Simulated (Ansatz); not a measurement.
Born–Oppenheimer molecular dynamics of CH7BFNOSi (13 atoms, charge 0, multiplicity 1). It starts from a relaxed structure.

The calculation used Ansatz, UKS PBE0-D4/STO-3G.

```
ensemble             : NVT, Nosé–Hoover chain
time step            : 0.5 fs
steps asked          : 106
set temperature      : 3000 K
thermostat           : time constant 20 fs, chain length 1
temperature schedule : 26 steps to 3000 K, then 79 steps to 10 K
seed                 : 332116
```

First frame:

```xyz
13
Properties=species:S:1:pos:R:3
B -0.748 -1.508 -0.134
C -1.200 -0.093 -0.430
F -1.192 0.380 -1.776
Si 0.310 0.919 0.386
N 1.743 0.082 0.875
O 0.611 1.881 -0.968
H -0.945 -1.943 0.936
H -0.096 -2.112 -0.897
H -2.112 0.269 0.083
H -0.180 1.579 1.577
H 2.195 -0.547 0.188
H 1.712 -0.403 1.790
H -0.078 1.461 -1.616
```

**Question.** How far do the bonds stretch over the last three quarters of this one trajectory? (Pairs bonded in most of those frames.)

**Answer.** 
| bond | mean (Å) | spread (Å) | shortest | longest |
| --- | --- | --- | --- | --- |
| B1–C2 | 1.587 | 0.037 | 1.52 | 1.65 |
| B1–H7 | 1.200 | 0.064 | 1.09 | 1.30 |
| B1–H8 | 1.210 | 0.085 | 1.06 | 1.34 |
| C2–F3 | 1.459 | 0.064 | 1.34 | 1.54 |
| C2–Si4 | 2.078 | 0.112 | 1.85 | 2.20 |
| C2–H9 | 1.185 | 0.093 | 1.03 | 1.36 |
| Si4–N5 | 1.776 | 0.017 | 1.75 | 1.81 |
| Si4–O6 | 1.710 | 0.027 | 1.67 | 1.75 |
| Si4–H10 | 1.470 | 0.080 | 1.35 | 1.59 |
| N5–H11 | 1.063 | 0.050 | 0.97 | 1.15 |
| N5–H12 | 1.066 | 0.045 | 0.98 | 1.14 |
| O6–H13 | 1.041 | 0.059 | 0.94 | 1.13 |

Mean temperature of the second half: 2099 K. The conserved energy stayed within 2 meV per atom of its start (net change 0.9 meV per atom), so the integration is sound. The schedule's set-point averaged 976 K over the second half and the system 2099 K, so it lags behind the ramp. A run of 0.053 ps of so small a system gives no equilibrium averages. Limits of this set-up: minimal basis.

Time of the run: 4.8 min on 1 thread of Intel(R) Xeon(R) 6975P-C (Granite Rapids) (shared host), peak memory 0.2 GiB.
